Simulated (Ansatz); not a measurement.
Start from `[F][Hf]([F])([F])[SeH]` and change one atom or group to get `[F][Hf]([F])([F])[F]`.

Ansatz, PBE0-D4/def2-TZVP geometries, multiplicity 1. Each molecule was computed in one conformer, which needn't be the lowest.

Elements past krypton have def2 core potentials. Scalar relativity is left out up to krypton. Spin–orbit coupling is left out; it splits and shifts lone-pair levels of the heavy atoms by tenths of an eV.

| property | `[F][Hf]([F])([F])[SeH]` |
| --- | --- |
| LUMO energy (PBE0/def2-TZVPP) / eV | -1.50 |
| HOMO energy (B3LYP/def2-TZVPP) / eV | -7.48 |
| HOMO–LUMO gap (ωB97M-V/def2-TZVPP) / eV | 10.25 |
| HOMO–LUMO gap (PBE0/def2-TZVPP) / eV | 6.23 |
| HOMO energy (PBE0/def2-TZVPP) / eV | -7.72 |
| zero-point energy (PBE0-D4/def2-TZVP) / kJ/mol | 35.0 |

(1) Give the same properties after the change, and the shifts. (Estimate.)

Results:

(1) The calculation gave: 
| property | `[F][Hf]([F])([F])[F]` | shift |
| --- | --- | --- |
| LUMO energy (PBE0/def2-TZVPP) / eV | -0.90 | 0.60 |
| HOMO energy (B3LYP/def2-TZVPP) / eV | -11.87 | -4.39 |
| HOMO–LUMO gap (ωB97M-V/def2-TZVPP) / eV | 14.96 | 4.71 |
| HOMO–LUMO gap (PBE0/def2-TZVPP) / eV | 11.27 | 5.04 |
| HOMO energy (PBE0/def2-TZVPP) / eV | -12.17 | -4.45 |
| zero-point energy (PBE0-D4/def2-TZVP) / kJ/mol | 20.8 | -14.2 |

With PBE0 the HOMO falls by 4.45 eV and the LUMO rises by 0.60 eV, so the gap widens by about 5.05 eV. PBE moves the HOMO by -3.56 eV and ωB97M-V by -4.87 eV. The zero-point energy changes by -14.2 kJ/mol with -3 modes.

B3LYP here is the variant with VWN-RPA as its local correlation; programs differ in this.
